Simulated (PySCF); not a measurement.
C3H6F2Si, SMILES F[SiH2][C@@H]1C[C@@H]1F. Atoms are numbered in the order given.

```xyz
12

F      2.1923    -0.7197    -1.0307
Si     1.2351    -0.0291     0.0930
C     -0.4997    -0.6469    -0.1688
C     -1.5085     0.2117    -0.9215
C     -1.6274     0.0256     0.5406
F     -1.3157     1.0805     1.3451
H      1.7617    -0.4389     1.4237
H      1.3067     1.4451    -0.0912
H     -0.5882    -1.7331    -0.2885
H     -2.2331    -0.2789    -1.5767
H     -1.1725     1.1955    -1.2632
H     -2.4414    -0.5728     0.9620
```

Geometry optimised at PBE0-D3(BJ)/def2-SVP. The structure was generated by enumeration; whether it is a known compound was not checked. One conformer was computed; it need not be the lowest.

Vertical ionisation energy (IE) and electron affinity (EA) in eV. Rows of orbital energies are one-electron estimates. Where ΔSCF, EOM or ADC give a negative EA the extra electron is unbound and the value depends on the basis.

| level | IE | EA |
|---|---|---|
| −ε(HOMO), −ε(LUMO), ωB97X/def2-TZVP (PySCF) | 10.93 | -2.43 |
| −ε(HOMO), −ε(LUMO), PBE/def2-TZVP (PySCF) | 7.05 | 0.61 |
